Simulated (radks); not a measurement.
Initial-state core-level shifts of the praseodymium ion Pr+ when its valence configuration changes from [Xe] 4f3 6s1. Method: non-relativistic Kohn-Sham, r2SCAN, spin-polarised, spherical densities, point nucleus; open shells are filled with parallel spins first (spin-orbit coupling, left out, can overturn this in heavy ions); meta-GGA in the generalised Kohn-Sham scheme; relativity is left out, which matters for an element this heavy; computed with a radial shooting solver on a logarithmic mesh with Libxc functionals. Shifts are changes of the shell-averaged eigenvalues in eV (positive: less bound); the change of the density at the nucleus, which sets a Mossbauer isomer shift, is in e/bohr^3, on a base of 1.457e+05.

valence,1s,2s,2p,4p,density at nucleus
4f2 5d1 6s1,-7.229,-7.942,-7.792,-7.898,+9.19
4f2 6s2,-10.206,-11.008,-10.860,-10.897,+18.23
4f2.5 6s1.5,-4.935,-5.308,-5.239,-5.291,+8.30
4f2 6s1 6p1,-10.871,-11.676,-11.527,-11.562,+11.22
4f2 6s1.5 6p0.5,-10.613,-11.415,-11.267,-11.302,+14.61
4f4,+7.732,+8.291,+8.190,+8.421,-12.93
5d2 6s1 6p1,-28.074,-30.756,-30.200,-29.670,+33.33
4f2.5 6s1 6p0.5,-5.243,-5.618,-5.549,-5.600,+5.21
4f3 6p1,-0.981,-0.973,-0.974,-0.972,-5.94
